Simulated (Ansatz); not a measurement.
Basis sets compared for (H2B-mu-SH)2 (B2H6S2). Total charge 0; singlet. Geometry PBE-D4/def2-SVP. Ansatz on 4 threads of Arm Neoverse V2 on a shared host; times are rough, and most runs start from earlier orbitals.

```xyz
10

B     1.277    0.119   -0.255
H     1.996   -0.700    0.287
H     1.802    0.952   -0.967
S     0.158    0.892    1.182
B    -1.025   -0.573    0.574
H    -2.192   -0.248    0.471
H    -0.762   -1.529    1.280
S    -0.141   -0.921   -1.161
H    -0.405    1.917    0.475
H    -0.706    0.090   -1.886
```

Binding counts from free atoms (B doublet, H doublet, S triplet) in the same basis, without a counterpoise term.

```csv
level,functions,energy (Eh),HOMO (eV),LUMO (eV),binding per atom (eV),wall time
HF/STO-3G,34,-838.6579,-8.89,10.12,3.54,0.1 s
HF/6-31G,56,-847.7807,-11.24,3.83,2.20,0.2 s
HF/def2-TZVP,172,-847.9806,-11.01,2.86,2.48,0.8 s
PBE-D4/def2-SVP,94,-849.0086,-6.95,-0.91,3.41,0.7 s
PBE-D4/def2-TZVP,172,-849.3423,-7.00,-1.18,3.40,1.2 s
r2SCAN-D4/def2-TZVP,172,-849.6800,-7.27,-0.83,3.37,2.7 s
PBE0-D4/def2-SVP,94,-849.0966,-8.22,0.00,3.38,0.7 s
PBE0-D4/def2-TZVP (with forces),172,-849.4251,-8.20,-0.27,3.36,2.4 s
```

Question: Estimate the rows for PBE-D4/def2-TZVPD, r2SCAN-D4/def2-TZVPD, PBE0-D4/def2-TZVPD.

Answer: 
| level | functions | energy (Eh) | HOMO (eV) | LUMO (eV) | binding per atom (eV) | wall time |
| --- | --- | --- | --- | --- | --- | --- |
| PBE-D4/def2-TZVPD | 220 | -849.3434 | -7.02 | -1.42 | 3.39 | 2.1 s |
| r2SCAN-D4/def2-TZVPD | 220 | -849.6809 | -7.28 | -0.99 | 3.37 | 3.9 s |
| PBE0-D4/def2-TZVPD | 220 | -849.4260 | -8.21 | -0.65 | 3.36 | 2.6 s |
